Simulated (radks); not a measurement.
Q: Valence configurations of the sulfur ion S+ (all share [Ne]). Calculated with a radial shooting solver on a logarithmic mesh with Libxc functionals: non-relativistic Kohn-Sham, LDA (Slater exchange, Perdew-Wang correlation), spin-polarised, spherical densities, point nucleus; open shells are filled with parallel spins first. Order these by energy: 3p5; 3s1 3p4; 3s2 3p3; 3s1.5 3p3.5.

A: From the lowest, in eV above it: 3s2 3p3 0.000; 3s1.5 3p3.5 5.227; 3s1 3p4 10.455; 3p5 23.244. NIST lists [Ne] 3s2 3p3 as the ground configuration; this level of theory agrees among the configurations tried. The energies are those of spherical high-spin densities, not of single terms.
